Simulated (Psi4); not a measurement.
C2H5S (SMILES CC[S-]), charge -1, singlet, geometry from GFN2-xTB (a gas-phase anion, which may not be bound at this level). Base run: PBE0/STO-3G (Psi4).

Input for Psi4:
```
memory 2 GB

molecule mol {
-1 1
C     1.478516    0.680608   -0.016308
C    -0.042451    0.783498    0.002695
S    -0.840178   -0.838090    0.008016
H    -0.360887    1.341652    0.896628
H    -0.382751    1.346578   -0.880024
H     1.949448    1.670861   -0.019357
H     1.821177    0.130413    0.859526
H     1.799483    0.135301   -0.903345
}

set {
  basis sto-3g
  reference rks
}

energy('pbe0')
print_variables()
```

Each row names what was changed in the base input (with any setting that the change needs).

```tsv
change	E (Eh)	core-seconds (rough)
base	-471.64493	4
functional = hf (with energy('scf'))	-470.68441	2
functional = cam-b3lyp	-471.79408	4
functional = wb97x-v	-471.80385	70
functional = r2scan	-471.80022	6
functional = tpss	-471.91078	6
functional = wb97x	-471.86105	4
functional = bp86	-471.88124	3
functional = mn15	-470.38723	5
functional = blyp	-471.74619	4
functional = tpssh	-471.91096	6
functional = pbe0-dh	-471.59980	4
functional = wb97m-v	-471.87619	70
```

Totals shift with the method and basis; they matter in differences.

A gas-phase anion may not be bound at this level; its values then depend on the basis.
